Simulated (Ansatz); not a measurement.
C2H6GeOSi (`[SiH3]C#C[O][GeH3]`), relaxed with RKS PBE-D4/def2-SVP in the Gaussian-basis code of Ansatz from a rough embedded geometry. The force threshold is 0.03 eV/Å; the program also tests the step.

The species carries charge 0 and has multiplicity 1.

Start:

```xyz
11

Si   -1.060   -0.887   -2.417
C    -0.049   -0.212   -1.113
C     0.630    0.249   -0.265
O     1.522    0.811    0.757
Ge    0.895    0.851    2.429
H    -2.096   -1.830   -1.764
H    -0.276   -1.641   -3.355
H    -1.813    0.194   -3.048
H     0.629   -0.646    2.941
H     2.011    1.454    3.321
H    -0.393    1.657    2.515
```

| step | energy (eV) | largest force (eV/Å) | largest move (Å) |
| --- | --- | --- | --- |
| 1 | -68581.4983 | 10.040 | 0.000 |
| 2 | -68582.2467 | 3.018 | 0.108 |
| 3 | -68582.3542 | 2.185 | 0.077 |
| 4 | -68582.4058 | 0.229 | 0.032 |
| 5 | -68582.4070 | 0.065 | 0.009 |
| 6 | -68582.4078 | 0.057 | 0.026 |
| 7 | -68582.4080 | 0.021 | 0.016 |

End:

```xyz
11

Si   -1.080   -0.885   -2.371
C    -0.033   -0.194   -1.056
C     0.689    0.279   -0.171
O     1.463    0.778    0.735
Ge    0.871    0.816    2.500
H    -2.095   -1.832   -1.785
H    -0.256   -1.645   -3.376
H    -1.827    0.198   -3.105
H     0.622   -0.655    2.903
H     2.062    1.473    3.223
H    -0.417    1.669    2.503
```

It took 11 s on 4 threads of an Arm Neoverse V1 on a shared host, with 0.17 GiB of host memory at the peak.
